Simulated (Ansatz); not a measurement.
System: sum formula BNH5, net charge 1, singlet state. It need not be the lowest isomer of its formula. 
Geometry from a B3LYP-D3(BJ)/def2-TZVP (Ansatz, a program for electronic structure) optimisation:
```
N
H 1 1.0245
H 1 1.0252 2 108.83
H 1 1.0308 2 106.19 3 -113.32
B 1 1.5510 2 113.81 4 -119.41
H 5 1.1765 1 115.79 2 24.46
H 5 1.1767 6 128.80 1 -178.13
```
Charge +1, spin multiplicity 1.

Basis-set convergence of Hartree-Fock and CCSD correlation energies (hartree) with Ansatz. Cores are frozen in the correlated levels unless marked. Spin-orbit coupling is left out. Non-relativistic.

| basis | functions | E(HF) | E(corr, CCSD) |
|---|---|---|---|
| cc-pVDZ | 53 | -81.81224 | -0.28686 |
| cc-pVTZ | 130 | -81.83818 | -0.34285 |
| cc-pVQZ | 260 | -81.84378 | -0.35986 |

Extrapolating the two largest sets (X = 3 and 4) as X^-3: E(corr) = (64·(-0.35986) - 27·(-0.34285))/37 = -0.3723 Eh, an estimate of the basis-set limit. The largest set recovers 96.7 % of it, the smallest 77.1 %.
